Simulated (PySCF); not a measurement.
A calculated (PBE0, PySCF 2.14, cc-pV(T+d)Z, the non-relativistic Hamiltonian (point nucleus)) atom or ion has these occupied shells.

```
shell  electrons  orbital energy (eV)  rms radius, mean of both spins (bohr)
 1s α          1              -1529.2                                  0.140
 1s β          1              -1529.2                                  0.140
 2s α          1              -114.41                                  0.684
 2s β          1              -114.35                                  0.684
 2p α          3              -74.386                                  0.678
 2p β          3              -74.289                                  0.678
 3s α          1               -8.957                                   2.77
 3s β          1               -8.149                                   2.77
 3p α          1               -3.889                                   3.64
```

(1) Name the element and its charge.

Answers

(1) Al (aluminium, neutral), in [Ne] 3s2 3p1, 2P determinant.
